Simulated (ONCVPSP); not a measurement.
## u(r) = r·R(r): atom against pseudo-atom (Ni)

Columns: radius, all-electron u(r) and pseudo u(r) of the 3s shell (level -111.06 eV) of nickel in the configuration [Ne] 3s2 3p6 3d8 4s2; PBE, scalar-relativistic, ONCV scheme, ONCVPSP 4.0.1.

| r (bohr) | all-electron | pseudo |
| --- | --- | --- |
| 0.068 | 0.0289 | 0.1679 |
| 0.135 | -0.6163 | 0.3338 |
| 0.202 | -0.6231 | 0.4991 |
| 0.270 | -0.2230 | 0.6633 |
| 0.338 | 0.2811 | 0.8181 |
| 0.405 | 0.7142 | 0.9540 |
| 0.473 | 1.0292 | 1.0669 |
| 0.540 | 1.2126 | 1.1462 |
| 0.608 | 1.2917 | 1.1898 |
| 0.675 | 1.2907 | 1.1947 |
| 0.742 | 1.2370 | 1.1647 |
| 0.810 | 1.1495 | 1.1038 |
| 0.878 | 1.0447 | 1.0204 |
| 0.945 | 0.9353 | 0.9246 |
| 1.013 | 0.8253 | 0.8218 |
| 1.080 | 0.7223 | 0.7216 |
| 1.148 | 0.6259 | 0.6257 |
| 1.215 | 0.5400 | 0.5399 |
| 1.283 | 0.4623 | 0.4622 |
| 1.350 | 0.3950 | 0.3949 |
| 1.418 | 0.3355 | 0.3354 |
| 1.485 | 0.2847 | 0.2846 |
| 1.553 | 0.2403 | 0.2402 |
| 1.620 | 0.2030 | 0.2029 |
| 1.688 | 0.1706 | 0.1705 |
| 1.755 | 0.1435 | 0.1435 |

Question: How many radial nodes do the two functions have?

Answer: The all-electron 3s function has n − l − 1 = 2; the pseudo-wave has 0, since the states of the same l below it are removed with the core.

Question: At about which radius was the pseudo-wave matched?

Answer: 1.20 bohr, where the columns begin to agree (steps of 0.07 bohr).

Question: Where does each function peak?

Answer: Outermost all-electron maximum near 0.61 bohr, pseudo maximum near 0.68 bohr (to the table’s step).

Question: Is the pseudo-wave norm-conserving?

Answer: Yes: the ONCV scheme keeps the norm inside the radius equal to the all-electron one, which fixes the energy derivative of the logarithmic derivative at the level.
